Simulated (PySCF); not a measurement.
## Correlation energy of Kr⁺ (krypton, charge +1)

Starting occupation: [Ar] 3d10 4s2 4p5, 4p1/2 with m_j = -1/2, +1/2, 4p3/2 with m_j = -1/2, +1/2, +3/2. All numbers are calculated (PySCF 2.14, X2C-1e with screened-nucleus spin-orbit coupling, Gaussian nucleus, in x2c-QZVPPall-2c (11s10p5d4f1g, 103 functions)). Frozen: [Ne]; 25 electrons correlated; the 8 highest virtual spinors left out.

MP2 pair energies summed by pair of shells (mhartree):

| pair | energy | share (%) |
| --- | --- | --- |
| 3d-3d | -370.62 | 39.8 |
| 3d-3p | -153.71 | 16.5 |
| 4p-4p | -96.77 | 10.4 |
| 3d-4p | -75.96 | 8.2 |
| 4p-4s | -54.45 | 5.8 |
| 3p-3p | -46.13 | 5.0 |
| 3d-3s | -45.22 | 4.9 |
| 3d-4s | -33.40 | 3.6 |
| 3p-3s | -17.80 | 1.9 |
| 3p-4p | -13.43 | 1.4 |
| 4s-4s | -8.91 | 1.0 |
| 3p-4s | -8.07 | 0.9 |
| 3s-3s | -3.48 | 0.4 |
| 3s-4p | -2.58 | 0.3 |
| 3s-4s | -1.28 | 0.1 |

Total MP2 correlation energy: -931.82 mhartree.

The GHF reference relaxed away from the jj start to a determinant that is no pure jj level (⟨S²⟩ = 0.76, ⟨J²⟩ = 3.76); the energies belong to that determinant.

This basis was not built for core-valence correlation, so the inner-shell part is incomplete.
